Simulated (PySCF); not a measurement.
A PySCF script (with the pyscf-properties extension) for the NMR shieldings of SMILES CB[C@@H](C[SiH3])C(F)F, C4H11BF2Si, on a GFN2-xTB geometry:

```python
import basis_set_exchange as bse
import numpy as np
from pyscf import gto, dft
from pyscf.prop import nmr

atoms = """
C     2.717217   -0.462445    0.106323
B     1.554631    0.586281    0.079990
C     0.111332    0.181501   -0.435024
C    -0.613238   -0.318654    0.832535
Si   -2.376992   -0.998724    0.539351
C    -0.652501    1.331579   -1.057438
F     0.046695    1.887718   -2.082919
F    -1.826439    0.917387   -1.614405
H     3.224177   -0.492185    1.069552
H     3.478438   -0.151736   -0.610744
H     2.423127   -1.475666   -0.156025
H     1.724942    1.666012    0.503544
H     0.120866   -0.627786   -1.171472
H    -0.645020    0.490379    1.564991
H    -0.002998   -1.106716    1.276023
H    -3.342958    0.092835    0.456830
H    -2.367974   -1.818439   -0.669292
H    -2.690193   -1.828813    1.707797
H    -0.892916    2.136721   -0.347078
"""
names = dict.fromkeys(["C", "B", "Si", "F", "H"], "pcSseg-1")
basis = {el: gto.basis.parse(bse.get_basis(n, elements=[el], fmt="nwchem")) for el, n in names.items()}
mol = gto.M(atom=atoms, basis=basis, charge=0, verbose=0)
mf = dft.RKS(mol, xc="PBE0")
mf.grids.level = 2
mf.grids.alignment = dft.numint.BLKSIZE   # the property module wants whole blocks of grid points
mf.conv_tol = 1e-9
mf.kernel()

calc = nmr.RKS(mf)   # GIAO
C = mf.mo_coeff
Co = C[:, mf.mo_occ > 0]
resp = mf.gen_response(singlet=True, hermi=2)
def vind(x):   # induced exchange potential for any number of trial vectors
    d = np.einsum("pi,xij,qj->xpq", C, 2 * x.reshape(-1, C.shape[1], Co.shape[1]), Co, optimize=True)
    return np.einsum("xpq,pi,qj->xij", resp(d - d.transpose(0, 2, 1)), C, Co, optimize=True).ravel()
mo1, _ = nmr.rhf.solve_mo1(calc, with_cphf=vind)
sigma = calc.kernel(mo1)
for i, s in enumerate(sigma):   # ppm
    print("%2d %-2s %9.2f" % (i, mol.atom_pure_symbol(i), np.trace(s) / 3))
```

**Question.** What does it print?

**Answer.** 
```
 0 C     172.62
 1 B      20.84
 2 C     138.81
 3 C     188.84
 4 Si    412.16
 5 C      57.83
 6 F     298.19
 7 F     296.41
 8 H      30.43
 9 H      30.81
10 H      30.57
11 H      24.45
12 H      29.52
13 H      31.60
14 H      31.45
15 H      27.61
16 H      27.74
17 H      27.69
18 H      25.59
```

These numbers come from an equivalent density-fitted implementation of the same equations, which agrees with the script to about 0.01 ppm for H and up to a few tenths of a ppm for heavy atoms, so last digits may differ.

Size and cost of the density-fitted run: 198 basis functions, 78 s wall time on 1 thread of an Intel Xeon, shared host; peak memory 0.88 GiB.
